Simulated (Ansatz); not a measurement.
One change: `[CH3][SnH]([NH2])[OH]` becomes `[CH3][SnH]([NH2])[F]`.

Ansatz, PBE0-D4/def2-TZVP geometries, multiplicity 1. Each molecule was computed in one conformer, which needn't be the lowest.

Elements past krypton have def2 core potentials.

| property | `[CH3][SnH]([NH2])[OH]` |
| --- | --- |
| HOMO energy (ωB97M-V/def2-TZVPP) / eV | -9.62 |
| HOMO–LUMO gap (B3LYP/def2-TZVPP) / eV | 6.79 |
| LUMO energy (PBE0/def2-TZVPP) / eV | 0.13 |
| HOMO energy (PBE0/def2-TZVPP) / eV | -7.26 |
| HOMO–LUMO gap (PBE/def2-TZVPP) / eV | 5.07 |
| size of the dipole moment (PBE/def2-TZVPP) / D | 2.39 |

Task: Give the same properties after the change, and the shifts. (An estimate is asked.)

Result: Ansatz gave: 
```json
{"property": "HOMO energy (ωB97M-V/def2-TZVPP) / eV", "`[CH3][SnH]([NH2])[F]`": "-9.84", "shift": "-0.22"}
{"property": "HOMO–LUMO gap (B3LYP/def2-TZVPP) / eV", "`[CH3][SnH]([NH2])[F]`": "6.80", "shift": "0.01"}
{"property": "LUMO energy (PBE0/def2-TZVPP) / eV", "`[CH3][SnH]([NH2])[F]`": "-0.04", "shift": "-0.17"}
{"property": "HOMO energy (PBE0/def2-TZVPP) / eV", "`[CH3][SnH]([NH2])[F]`": "-7.45", "shift": "-0.19"}
{"property": "HOMO–LUMO gap (PBE/def2-TZVPP) / eV", "`[CH3][SnH]([NH2])[F]`": "5.05", "shift": "-0.02"}
{"property": "size of the dipole moment (PBE/def2-TZVPP) / D", "`[CH3][SnH]([NH2])[F]`": "3.79", "shift": "1.40"}
```

Dipoles are sizes alone; their direction can turn.

B3LYP here is the variant with VWN-RPA as its local correlation; programs differ in this.
